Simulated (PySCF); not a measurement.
Field gradients from PBE0/pcSseg-1 densities (PySCF, non-relativistic) at GFN2-xTB geometries, isolated species, one conformer each; χzz is the principal value of largest magnitude, with Q(14N) = 0.02044 b. GFN2-xTB bond lengths can be off by several hundredths of an ångström, more for odd bonds, and the gradients follow them. A larger basis could move these couplings by a tenth or more.

Question: Rank these 14N sites by the size of the quadrupole coupling, smallest first.
A. The pyrrole-type nitrogen of `C#C[C@H](C)c1cccn1C`
B. N5 (C=N nitrogen) in `[CH3:1]/[C:2]([C:3]#[N:4])=[N:5]/[SiH2:6][CH:7]=[O:8]`
C. N8 (pyridine-type nitrogen) in `[CH3:1][O:2][C:3](=[O:4])[c:5]1[cH:6][n:7][n:8][cH:9][n:10]1`
D. The pyrrole-type nitrogen of `C(=C1CCC1)n1cccc1`
E. N8 (pyrrole-type nitrogen) in `[NH2:1][c:2]1[cH:3][s:4][c:5]2[cH:6][cH:7][nH:8][c:9]12`
F. The nitrile nitrogen of `N#CC[SiH2]C[SiH2]C1CC1`

Answer: D (2.552 MHz), A (3.191 MHz), E (3.737 MHz), F (4.476 MHz), B (4.879 MHz), C (6.340 MHz).

All sites together:

```
nucleus                                                                                         site  Vzz (au)     η  χzz (MHz)
    14N                                             the pyrrole-type nitrogen of C#C[C@H](C)c1cccn1C    -0.664  0.25     -3.191
    14N  N8 (pyridine-type nitrogen) in [CH3:1][O:2][C:3](=[O:4])[c:5]1[cH:6][n:7][n:8][cH:9][n:10]1    -1.320  0.22     -6.340
    14N                   N5 (C=N nitrogen) in [CH3:1]/[C:2]([C:3]#[N:4])=[N:5]/[SiH2:6][CH:7]=[O:8]    -1.016  0.65     -4.879
    14N        N8 (pyrrole-type nitrogen) in [NH2:1][c:2]1[cH:3][s:4][c:5]2[cH:6][cH:7][nH:8][c:9]12    -0.778  0.07     -3.737
    14N                                               the nitrile nitrogen of N#CC[SiH2]C[SiH2]C1CC1    -0.932  0.11     -4.476
    14N                                               the pyrrole-type nitrogen of C(=C1CCC1)n1cccc1    -0.531  0.24     -2.552
```
